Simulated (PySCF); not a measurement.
## Assigning NMR signals

Geometry:
```
atom   x (Å)   y (Å)   z (Å)
  C1   1.754  -0.135   0.368
  C2   0.474   0.383  -0.260
  F3   0.540   0.263  -1.629
  C4  -0.760  -0.415   0.217
  F5  -0.884  -0.244   1.572
  C6  -2.014   0.087  -0.479
  O7  -2.640  -0.434  -1.326
  F8  -2.357   1.307  -0.015
  H9   1.685  -0.062   1.450
 H10   2.595   0.460   0.022
 H11   1.917  -1.172   0.084
 H12   0.322   1.449  -0.042
 H13  -0.637  -1.487   0.020
```

- GIAO PBE0/pcSseg-1 shieldings
- GFN2-xTB geometry
- code: PySCF
- non-relativistic Hamiltonian, isolated molecule, single conformer, fast rotation and ring inversion assumed for equivalent nuclei

Scale: ¹³C and ¹H against TMS (reference shieldings calculated alike).

Q: Assign these signals to the numbered atoms. ¹³C{¹H} NMR (computed): δ 166.5, 94.3, 92.1, 20.6.

A: 
| δ (ppm) | atoms | environment | reason |
| --- | --- | --- | --- |
| 166.5 | C6 | carbonyl carbon | – |
| 94.3 | C4 | sp3 CH bonded to F, α to a carbonyl | pulled downfield by the heteroatom |
| 92.1 | C2 | sp3 CH bonded to F | deshielded by the electronegative neighbour |
| 20.6 | C1 | methyl carbon | a saturated carbon with 1 carbon neighbour and no heteroatom attached |

Q: Assign these signals to the numbered atoms. ¹H NMR (600 MHz, computed): δ 5.10 (m, 1H), 4.78 (m, 1H), 1.66 (m, 3H).

A: 
5.10 → H12, hydrogen on an sp3 CH bonded to F: its carbon carries F, hence the downfield position
4.78 → H13, hydrogen on an sp3 CH bonded to F, α to a carbonyl: its carbon carries F, an electronegative neighbour
1.66 → H9/H10/H11, hydrogen on a methyl carbon

Splittings by ¹⁹F in the carbon and heteronuclear signals aren't shown, as no couplings were computed. Shifts are as computed. Against solution values, carbons near 30 ppm lie about +3 ppm off and those near 130 ppm about +5 ppm. Of 1211 compounds with measured shifts, 218 miss one by over three times the rms of a fit or turn the order of signals round; such compounds aren't used in these exercises. Multiplicities follow the n + 1 count of equivalent neighbours, as no J values were calculated; m marks all less simple cases, F and P coupling included.
